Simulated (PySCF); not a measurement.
Q: What does the PBE0-D3(BJ)/def2-SVP structure of InChI=1S/C8H10O2S/c1-7-3-5-8(6-4-7)11(2,9)10/h3-6H,1-2H3 look like in three dimensions?

A: 
```
atom  x, y, z in Å
C1    -3.459   -0.195    0.684
C2    -2.006   -0.103    0.321
C3    -1.250   -1.266    0.116
C4     0.088   -1.196   -0.252
C5     0.683    0.055   -0.405
S6     2.397    0.154   -0.880
C7     3.274    0.153    0.677
O8     2.741   -1.085   -1.573
O9     2.620    1.457   -1.502
C10   -0.043    1.227   -0.220
C11   -1.383    1.139    0.147
H12   -3.640   -0.994    1.418
H13   -4.067   -0.426   -0.206
H14   -3.832    0.750    1.103
H15   -1.724   -2.244    0.237
H16    0.676   -2.097   -0.440
H17    4.338    0.216    0.409
H18    2.971    1.029    1.263
H19    3.064   -0.782    1.211
H20    0.443    2.192   -0.381
H21   -1.962    2.054    0.293
```

Any rigid rotation of these coordinates is as good. Atoms count from 1 in this order. S6 (sulfonyl sulfur) is distorted tetrahedral (angles from 103.9° to 121.2°). Of the pairs four or more bonds apart, O9···H20 is among the closest relative to their van der Waals radii: 2.56 Å, 94 % of the sum of Bondi's values. The 7 C–C bonds span 1.390 Å (C3–C4, aromatic) to 1.500 Å (C1–C2, drawn single), a spread of 0.110 Å. The 6-membered ring C2–C3–C4–C5–C10–C11 has internal angles of 118.5° to 121.2°; it is planar, 0.00 Å rms from its mean plane, widest ring torsion 1°.

Bonds between heavy atoms (Å): C1–C2 1.500, C2–C3 1.402, C3–C4 1.390, C4–C5 1.394, C5–S6 1.781, S6–C7 1.787, S6=O8 1.461, S6=O9 1.461, C5–C10 1.392, C10–C11 1.392, C2–C11 1.401.

Method used: PySCF, PBE0-D3(BJ)/def2-SVP geometry optimisation, gas phase.

Not checked by PBE0-D3(BJ)/def2-SVP frequencies. The numbers are those of one conformer (C4–C5–S6–C7 -90°).

Time: 3.4 min of wall time; peak memory 0.89 GiB. Hardware: one thread, Arm Neoverse V1 (aarch64), no GPU, shared host with 32 logical CPUs at a one-minute load of 41. These figures are those of the optimisation.
